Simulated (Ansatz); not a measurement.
One change: `N=C1S[SiH]1O` becomes `N=C1[SiH2]S1`.

Ansatz, PBE0-D4/def2-TZVP geometries, multiplicity 1. Each molecule was computed in one conformer, which needn't be the lowest.

```csv
property,`N=C1S[SiH]1O`
HOMO–LUMO gap (PBE/def2-TZVPP) / eV,3.61
HOMO–LUMO gap (B3LYP/def2-TZVPP) / eV,5.41
"ideal-gas entropy at 298 K and 1 bar (rigid rotor, harmonic PBE0-D4/def2-TZVP) / J/(mol·K)",323
LUMO energy (PBE0/def2-TZVPP) / eV,-1.20
size of the dipole moment (ωB97M-V/def2-TZVPP) / D,2.58
size of the dipole moment (PBE/def2-TZVPP) / D,2.39
```

(1) What does the change do to each property? (An estimate is asked.)

## Answers

(1) Ansatz gave: 
```
                                                                                  property  `N=C1[SiH2]S1`  shift
                                                       HOMO–LUMO gap (PBE/def2-TZVPP) / eV            3.97   0.36
                                                     HOMO–LUMO gap (B3LYP/def2-TZVPP) / eV            5.75   0.34
ideal-gas entropy at 298 K and 1 bar (rigid rotor, harmonic PBE0-D4/def2-TZVP) / J/(mol·K)             296    -27
                                                        LUMO energy (PBE0/def2-TZVPP) / eV           -1.03   0.17
                                        size of the dipole moment (ωB97M-V/def2-TZVPP) / D            1.57  -1.01
                                            size of the dipole moment (PBE/def2-TZVPP) / D            1.34  -1.05
```

With PBE0 the HOMO falls by 0.18 eV and the LUMO rises by 0.17 eV, so the gap widens by about 0.35 eV. PBE moves the HOMO by -0.23 eV and ωB97M-V by -0.14 eV. The zero-point energy changes by -17.6 kJ/mol with -3 modes. Dipoles are sizes alone; their direction can turn.

B3LYP here is the variant with VWN-RPA as its local correlation; programs differ in this.
